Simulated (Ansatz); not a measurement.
`C=N[SiH](F)F` + H₂O → `C=N[SiH](O)F` + H–F at 298.15 K and 1 bar (formal hydrolysis of the Si–F bond).

Computed with Ansatz on PBE0-D4/def2-TZVP structures; ΔE is electronic, products minus reactants. CCSD(T)/CBS is the MP2 limit (def2-TZVPP, def2-QZVPP) plus CCSD(T) − MP2 in def2-TZVPP, frozen cores. This one scheme is used for every species. Each species was taken in one conformer, which may not be the lowest.

| species | CCSD(T)/CBS energy (Eh) | H − E (kJ/mol) | S (J/(mol·K)) |
| --- | --- | --- | --- |
| `C=N[SiH](F)F` | -583.35600 | 138.7 | 323.3 |
| H₂O | -76.37941 | 66.4 | 188.7 |
| `C=N[SiH](O)F` | -559.32434 | 169.5 | 341.2 |
| H–F | -100.39570 | 33.5 | 173.6 |

H − E and S are ideal-gas, rigid-rotor, harmonic terms from PBE0-D4/def2-TZVP, for one conformer and one mirror image of each species. 1 Eh = 2625.50 kJ/mol, R = 8.31446 J/(mol·K).

By hand: ΔE, ΔH, ΔS and ΔG.

ΔE = (-559.32434) + (-100.39570) − (-583.35600) − (-76.37941) = 0.01537 Eh = 40.4 kJ/mol. Δ(H − E) = 169.5 + 33.5 − 138.7 − 66.4 = -2.1, so ΔH = 38.3 kJ/mol. ΔS = 341.2 + 173.6 − 323.3 − 188.7 = 2.8 J/(mol·K). ΔG = 38.3 − 298.15 × (2.8)/1000 = 37.5 kJ/mol.

By hand: the equilibrium constant, and the temperature at which ΔG would vanish if ΔH and ΔS stayed fixed.

log₁₀ K = −ΔG/(RT ln 10) = -6.6. ΔG = 0 at ΔH/ΔS = 13679 K, far beyond where these terms or the molecules hold.

The number of gas molecules stays the same, so ΔS is small and ΔH decides. A doubt of 5 kJ/mol in ΔE shifts log₁₀ K by 0.9 here. Other conformers and mirror images would add mixing entropy, several J/(mol·K) or more a flexible species. Modes under 60 cm⁻¹, often nearly free rotors, make the harmonic entropy too high. These are equilibria of isolated gas molecules and say nothing of rates. Largest T1 diagnostic: 0.013 (customary marks: 0.02 for closed shells, 0.045 for open ones).
